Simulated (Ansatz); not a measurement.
`[SiH3][SiH2][NH][GeH3]` + `N=C=CF` → `N=C=C(F)[SiH3]` + `[SiH3][NH][GeH3]` at 700 K and 1 bar (formal exchange of groups at the Si–Si bond).

Calculated with Ansatz (gas phase, PBE0-D4/def2-TZVP geometries, no zero-point term in ΔE). CCSD(T)/CBS is the MP2 limit (def2-TZVPP, def2-QZVPP) plus CCSD(T) − MP2 in def2-TZVPP, frozen cores. For Ge outer-core shells are correlated without core-valence functions, which leaves a few kJ/mol of doubt a bond. Scalar relativity is left out up to krypton. Each species was taken in one conformer, which may not be the lowest.

```
                 species  CCSD(T)/CBS energy (Eh)  H − E (kJ/mol)  S (J/(mol·K))
`[SiH3][SiH2][NH][GeH3]`              -2714.39913           313.8          557.1
                `N=C=CF`               -231.71293           143.4          339.1
        `N=C=C(F)[SiH3]`               -521.99767           209.2          435.1
      `[SiH3][NH][GeH3]`              -2424.11992           242.6          454.5
```

H − E and S are ideal-gas, rigid-rotor, harmonic terms from PBE0-D4/def2-TZVP, for one conformer and one mirror image of each species. 1 Eh = 2625.50 kJ/mol, R = 8.31446 J/(mol·K).

Question: By hand: ΔE, ΔH, ΔS and ΔG.

Answer: ΔE = (-521.99767) + (-2424.11992) − (-2714.39913) − (-231.71293) = -0.00553 Eh = -14.5 kJ/mol. Δ(H − E) = 209.2 + 242.6 − 313.8 − 143.4 = -5.4, so ΔH = -19.9 kJ/mol. ΔS = 435.1 + 454.5 − 557.1 − 339.1 = -6.6 J/(mol·K). ΔG = -19.9 − 700 × (-6.6)/1000 = -15.3 kJ/mol.

Question: By hand: the equilibrium constant, and the temperature at which ΔG would vanish if ΔH and ΔS stayed fixed.

Answer: log₁₀ K = −ΔG/(RT ln 10) = 1.1. ΔG = 0 at ΔH/ΔS = 3015 K, far beyond where these terms or the molecules hold.

The number of gas molecules stays the same, so ΔS is small and ΔH decides. A doubt of 5 kJ/mol in ΔE shifts log₁₀ K by 0.4 here. Other conformers and mirror images would add mixing entropy, several J/(mol·K) or more a flexible species. Modes under 60 cm⁻¹, often nearly free rotors, make the harmonic entropy too high. These are equilibria of isolated gas molecules and say nothing of rates. Largest T1 diagnostic: 0.015 (customary marks: 0.02 for closed shells, 0.045 for open ones).
